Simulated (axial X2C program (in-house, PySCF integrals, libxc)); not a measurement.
# PbO along the bond: TPSS, two-component

Calculated with an in-house all-electron X2C program for linear molecules (integrals from PySCF). Two-component (2c) means X2C with spin–orbit coupling and atomic mean-field two-electron Coulomb and Gaunt terms. Basis: Pb dyall-cv4z [14s16p11d7f3g], O dyall-av4z [8s7p4d3f2g] (cores contracted in-house); Gaussian nuclei, density fitting, unrestricted open shells. Masses: Pb 207.977 u, O 15.995 u.

State: Ω = 0 (closed shell). Dipoles are positive if O is the positive end.

| R (Å) | μ (D) | HOMO (eV) | LUMO (eV) |
| --- | --- | --- | --- |
| 1.659 | -2.793 | -5.93 | -2.61 |
| 1.735 | -3.297 | -6.06 | -2.79 |
| 1.793 | -3.644 | -6.11 | -2.92 |
| 1.850 | -3.968 | -6.13 | -3.05 |
| 1.907 | -4.271 | -6.12 | -3.18 |
| 1.974 | -4.598 | -6.05 | -3.33 |
| 2.041 | -4.900 | -5.90 | -3.47 |
| 2.126 | -5.254 | -5.73 | -3.64 |
| 2.231 | -5.638 | -5.55 | -3.83 |
| 2.384 | -6.112 | -5.35 | -4.07 |
| 2.594 | -6.626 | -5.17 | -4.34 |
| 2.861 | -7.103 | -5.05 | -4.59 |

**Question.** The minimum lies at 1.929 Å. What is the dipole moment there, and its slope?

**Answer.** At TPSS, 2c, with the sign and origin stated: μ = -4.38 D, dμ/dR = -4.97 D/Å.

Occupations by symmetry block were frozen at the best pattern of an incomplete PBE0 search. Closed shells are restricted here (equal orbitals for both partners); the stretched side of such a curve lies too high.
